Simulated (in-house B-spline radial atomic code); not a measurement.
Ionisation energies along the 62-electron series, configuration [Kr] 4d10 4f14 5s2, as differences of self-consistent energies. Dirac energy differences include first-order Breit, QED and recoil terms. NIST's values go from ground level to ground level; the uncertainty of those that are theory runs from under 0.1 % in few-electron ions to several per cent in heavy many-electron ones. Computed with a radial B-spline atomic code at the basis-set limit: Dirac-Hartree-Fock, average of the configuration, finite nuclei.

| ion | configuration after | ionisation energy (eV) | IE/(q+1)² (eV) | Breit and QED recoil part (eV) | tabulated value (eV) | tabulated kind | computed minus tabulated (eV) |
| --- | --- | --- | --- | --- | --- | --- | --- |
| W12+ | [Kr] 4d10 4f13 5s2 | 256.1 | 1.5153 | 0.098317 | 258.3 | semi-empirical | -2.2 |
| Re13+ | [Kr] 4d10 4f13 5s2 | 293.2 | 1.4958 | 0.10023 | 291 | tabulated theory | 2.2 |
| Os14+ | [Kr] 4d10 4f13 5s2 | 332.2 | 1.4766 | 0.10051 | 322 | tabulated theory | 10.2 |
| Ir15+ | [Kr] 4d10 4f13 5s2 | 373.2 | 1.4579 | 0.099166 | 356 | tabulated theory | 17.2 |
| Pt16+ | [Kr] 4d10 4f13 5s2 | 416.1 | 1.4397 | 0.096166 | 392 | tabulated theory | 24.1 |
| Au17+ | [Kr] 4d10 4f13 5s2 | 460.8 | 1.4223 | 0.091499 | 433 | tabulated theory | 27.8 |

Where a p, d or f electron is removed, the computed value is a mean over both j, so it misses the tabulated one by a part of the spin-orbit splitting; averaging over terms and missing correlation add to the gap, relatively most at low charge.
